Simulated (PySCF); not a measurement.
# Excited states of Re⁷⁺ (rhenium, charge +7)

Ground state [Xe] 4f14, ¹S. Calculation: PySCF 2.14, in aug-cc-pwCVTZ-PP with one added diffuse shell each of s, p, d, f, g type with ECP60MDF (9s9p8d5f4g, 147 functions); scalar relativity through the core potential. Vertical excitation energies in eV without spin-orbit coupling; excited terms of each kind are numbered among those the solver found. Frozen: nothing.

```json
{"term": "1 3P°", "leading excitation": "5p → d", "EOM-EE-CCSD": "46.518"}
{"term": "1 3F°", "leading excitation": "5p → d", "EOM-EE-CCSD": "47.915"}
{"term": "1 1D°", "leading excitation": "5p → d", "EOM-EE-CCSD": "50.201"}
{"term": "1 3D°", "leading excitation": "5p → d", "EOM-EE-CCSD": "50.372"}
{"term": "1 1F°", "leading excitation": "5p → d", "EOM-EE-CCSD": "50.627"}
{"term": "1 1P°", "leading excitation": "5p → d", "EOM-EE-CCSD": "60.668"}
{"term": "1 3S", "leading excitation": "5p → p", "EOM-EE-CCSD": "77.266"}
{"term": "1 3D", "leading excitation": "5p → p", "EOM-EE-CCSD": "78.730"}
{"term": "1 1D", "leading excitation": "5p → p", "EOM-EE-CCSD": "79.211"}
{"term": "1 1P", "leading excitation": "5p → p", "EOM-EE-CCSD": "79.618"}
{"term": "1 3P", "leading excitation": "5p → p", "EOM-EE-CCSD": "79.702"}
{"term": "1 1S", "leading excitation": "5p → p", "EOM-EE-CCSD": "81.257"}
{"term": "1 3G", "leading excitation": "5p → f", "EOM-EE-CCSD": "90.260"}
{"term": "1 1G", "leading excitation": "5p → f", "EOM-EE-CCSD": "90.718"}
```

The spin-orbit splitting of the hole, absent here, rivals or exceeds the spacing of these terms, so the LS terms are model states.

The 4f shell lies in the core potential, so 4f excitations, among the lowest in this ion, cannot appear.

The solver can miss terms.
